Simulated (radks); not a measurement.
Valence configurations of P (all share [Ne]). Calculated with a radial shooting solver on a logarithmic mesh with Libxc functionals: scalar-relativistic Kohn-Sham, r2SCAN, spin-polarised, spherical densities, finite nucleus; open shells are filled with parallel spins first; meta-GGA in the generalised Kohn-Sham scheme; Fermi nuclear charge, rms radius 3.1889 fm. Order these by energy: 3p5; 3s1.5 3p3.5; 3s0.5 3p4.5; 3s2 3p3; 3s1 3p4.

Answer. From the lowest, in eV above it: 3s2 3p3 0.000; 3s1.5 3p3.5 4.341; 3s1 3p4 8.467; 3s0.5 3p4.5 14.641; 3p5 20.141. NIST lists [Ne] 3s2 3p3 as the ground configuration; this level of theory agrees among the configurations tried. The energies are those of spherical high-spin densities, not of single terms.
